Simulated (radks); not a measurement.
The numbers below are computed, except where a source is named.
Nd4+, configuration [Kr] 4d10 4f2.25 5s1.75 5p6 (fractional occupations, a model configuration).

Level of theory: scalar-relativistic Kohn-Sham, PW91, spin-polarised, spherical densities, finite nucleus; open shells are filled with parallel spins first (spin-orbit coupling, left out, can overturn this in heavy ions); Fermi nuclear charge, rms radius 4.9123 fm (a radial shooting solver on a logarithmic mesh with Libxc functionals).

Energy parts (Ry):
total: -19242.9280
kinetic: 20479.0795
electron-nucleus: -46529.3468
Hartree: 7250.6268
exchange-correlation: -443.2875

Orbitals (lengths in bohr, moments of r in powers of bohr; r(max) is where P^2 peaks):
orbital  occ.  eigenvalue (Ry)   r(max)      <r^4>
1s up       1        -3193.643  0.01510  1.526e-06
1s down     1        -3193.641  0.01510  1.526e-06
2s up       1        -519.6966  0.08550  0.0002488
2s down     1        -519.6947  0.08550  0.0002488
2p up       3        -465.0185  0.06892  0.0001832
2p down     3        -465.0168  0.06892  0.0001832
3s up       1        -115.7933   0.2438   0.009935
3s down     1        -115.7366   0.2438   0.009921
3p up       3        -98.54654   0.2388    0.01038
3p down     3        -98.49023   0.2387    0.01036
3d up       5        -74.59058   0.1961   0.008494
3d down     5        -74.54660   0.1961   0.008472
4s up       1        -26.05882   0.5644     0.2476
4s down     1        -25.91119   0.5643     0.2474
4p up       3        -20.38430   0.5886     0.3224
4p down     3        -20.23634   0.5885     0.3224
4d up       5        -12.30556   0.6157     0.5153
4d down     5        -12.15734   0.6155     0.5168
4f up    2.25         -3.65722   0.6386      2.332
4f down     0         -3.51831   0.6389      2.497
5s up       1         -6.12695    1.283      6.833
5s down  0.75         -6.03198    1.288      7.016
5p up       3         -4.61955    1.427      11.42
5p down     3         -4.54451    1.435      11.81

The highest occupied level is 4f up at -49.759 eV. The electron density at the nucleus is 4.724e+05 e/bohr^3 (large components only).
